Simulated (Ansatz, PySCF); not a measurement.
C2H3BF2O, SMILES C(=C\F)/B(F)O. Atoms are numbered in the order given.

```xyz
9

O      2.0141     1.0385    -0.5606
B      1.0569     0.2372    -0.0465
F      1.4755    -0.7223     0.7807
C     -0.4594     0.3633    -0.3526
C     -1.3228    -0.4837     0.2117
F     -2.6272    -0.4391    -0.0002
H      1.6656     1.7134    -1.1496
H     -0.8735     1.1258    -1.0214
H     -1.0399    -1.2896     0.8977
```
Charge 0, spin multiplicity 1.

Geometry: PBE0-D3(BJ)/def2-SVP. The structure was generated by enumeration; whether it is a known compound was not checked. The values are those of a single conformer.

Two levels are set side by side: PBE-D3(BJ)/def2-SVP (Ansatz, a program for electronic structure) and PBE0-D3(BJ)/def2-SVP (Ansatz). Each level has its own optimised geometry; the coordinates shown are those of the second. Frequencies come from the Hessian of PySCF at each geometry. Differences are taken from unrounded values.

```json
[
 {"quantity": "mean bond length (Å)", "PBE0-D3(BJ)": "1.256", "PBE-D3(BJ)": "1.266", "PBE-D3(BJ) minus PBE0-D3(BJ)": "0.011"},
 {"quantity": "bond O1–B2 (Å)", "PBE0-D3(BJ)": "1.350", "PBE-D3(BJ)": "1.363", "PBE-D3(BJ) minus PBE0-D3(BJ)": "0.013"},
 {"quantity": "bond B2–F3 (Å)", "PBE0-D3(BJ)": "1.334", "PBE-D3(BJ)": "1.346", "PBE-D3(BJ) minus PBE0-D3(BJ)": "0.012"},
 {"quantity": "bond B2–C4 (Å)", "PBE0-D3(BJ)": "1.552", "PBE-D3(BJ)": "1.556", "PBE-D3(BJ) minus PBE0-D3(BJ)": "0.004"},
 {"quantity": "bond C4–C5 (Å)", "PBE0-D3(BJ)": "1.335", "PBE-D3(BJ)": "1.346", "PBE-D3(BJ) minus PBE0-D3(BJ)": "0.012"},
 {"quantity": "bond C5–F6 (Å)", "PBE0-D3(BJ)": "1.322", "PBE-D3(BJ)": "1.337", "PBE-D3(BJ) minus PBE0-D3(BJ)": "0.015"},
 {"quantity": "bond O1–H7 (Å)", "PBE0-D3(BJ)": "0.961", "PBE-D3(BJ)": "0.973", "PBE-D3(BJ) minus PBE0-D3(BJ)": "0.011"},
 {"quantity": "bond C4–H8 (Å)", "PBE0-D3(BJ)": "1.096", "PBE-D3(BJ)": "1.104", "PBE-D3(BJ) minus PBE0-D3(BJ)": "0.008"},
 {"quantity": "bond C5–H9 (Å)", "PBE0-D3(BJ)": "1.096", "PBE-D3(BJ)": "1.104", "PBE-D3(BJ) minus PBE0-D3(BJ)": "0.009"},
 {"quantity": "highest harmonic wavenumber (cm⁻¹)", "PBE0-D3(BJ)": "3939", "PBE-D3(BJ)": "3769", "PBE-D3(BJ) minus PBE0-D3(BJ)": "-171"},
 {"quantity": "mean harmonic wavenumber (cm⁻¹)", "PBE0-D3(BJ)": "1212", "PBE-D3(BJ)": "1168", "PBE-D3(BJ) minus PBE0-D3(BJ)": "-44"},
 {"quantity": "zero-point energy (kcal/mol)", "PBE0-D3(BJ)": "36.39", "PBE-D3(BJ)": "35.06", "PBE-D3(BJ) minus PBE0-D3(BJ)": "-1.33"}
]
```

Exact exchange shortens and stiffens bonds; PBE has none. Differences between two approximate levels are no errors against the true value.
